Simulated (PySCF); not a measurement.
Hf(OH)3 (H3HfO3), SMILES [Hf+]([OH])([OH])[OH], charge +1, multiplicity 1. Atoms are numbered in the order given.

```xyz
7

Hf     0.0000     0.0000     0.1850
O      1.5374    -0.8876    -0.4340
H      2.2339    -1.2897    -0.9678
O     -1.5374    -0.8876    -0.4340
H     -2.2339    -1.2897    -0.9678
O      0.0000     1.7753    -0.4340
H      0.0000     2.5794    -0.9678
```
Charge +1, spin multiplicity 1.

Coordinates come from a r2SCAN-D4/def2-SVP optimisation. The multiplicity is an assumed one; other spin states were not compared. The isomer is the one that the SMILES or the coordinates give; other isomers of the formula were not compared. The def2 effective core potentials stand for the cores of Hf; spin–orbit coupling is left out. One conformer was computed; it need not be the lowest.

The numbers are results of HF/def2-TZVPD (PySCF), not measurements.

Gas-phase values at a fixed geometry.

Task: Estimate the frontier levels, gap, dipole moment and polarisability. (Estimate from the structure and the level; the computed values follow.)

Result: 
```
Item                                                               Value
------------------------------------------------  ----------------------
highest occupied level                                         -18.42 eV
lowest empty level                                              -5.25 eV
orbital gap                                                     13.18 eV
dipole moment about the centre of nuclear charge               0.347 e·Å
mean static polarisability                          36.2 bohr³ (5.36 Å³)
polarisability, principal values                  28.4, 40.0, 40.0 bohr³
```
